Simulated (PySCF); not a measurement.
## GeF₃ + HF → GeH + 2 F₂

Level: PBE0 in the def2-TZVP basis family, all electrons, no relativity, computed in PySCF with density fitting; open shells unrestricted.

```
species                                  state and structure  ZPE (kJ/mol)  H(298 K) − H(0) (kJ/mol)  S° (J/(mol K))
   GeF₃  doublet, C3v, Ge–F 1.721 Å (×3); F–Ge–F 106.5° (×3)          17.0                      14.8           300.1
     HF                            singlet, C∞v, H–F 0.920 Å          24.9                       8.7           173.6
    GeH                           doublet, C∞v, Ge–H 1.601 Å          11.4                       8.7           205.4
     F₂                            singlet, D∞h, F–F 1.376 Å           6.6                       8.7           201.9
```

(1) Is the gas-phase reaction uphill or downhill in electronic energy at this level, and by how much?

(2) Add zero-point, thermal and entropy terms for 298.15 K and 1 bar.

## Answers

(1) At PBE0/def2-TZVP, ΔE = 1343.6 kJ/mol, uphill. 

(2) ΔZPE = -17.3 and Δ[H(298) − H(0)] = 2.6 kJ/mol give ΔH° = 1328.9 kJ/mol. ΔS° = 135.5 J/(mol K), so ΔG° = 1328.9 − 298.15 × (0.1355) = 1289 kJ/mol.

The entropy of GeH lacks the orbital degeneracy of a ²Π state, up to R ln 2. Only the bonding shown was studied: isomers, or loss of a ligand pair, can lie lower.
